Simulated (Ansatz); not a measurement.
Frontier orbitals of H₂O₂Sn, SMILES `[OH][Sn][OH]`.

Charge 0, multiplicity 1. Correlated methods include outer-core shells of Sn, which these sets cover unevenly. Sn: def2 effective core potential. The structure was optimised at the PBE0-D4/def2-TZVP level. It is one conformer, not always the lowest. Basis def2-TZVPP, Ansatz.

Orbital energies of one run (eV). Highest occupied ones, from the top: -7.47, -8.41, -9.12, -9.19, -10.66, -12.93, -14.27, -25.89, -26.70, -28.19, -28.35, -28.44, -28.80, -28.96. Empty: -1.94, -0.37, 0.42, 2.07, 2.99, 3.02.

**Question.** Which functional gave them?
A. CAM-B3LYP
B. HSE06 (plane-wave form)
C. PBE0
D. BHLYP

**Answer.** C. HOMO energies: PBE0 -7.47, HSE06 -7.08, BHLYP -8.56, CAM-B3LYP -8.81 eV.
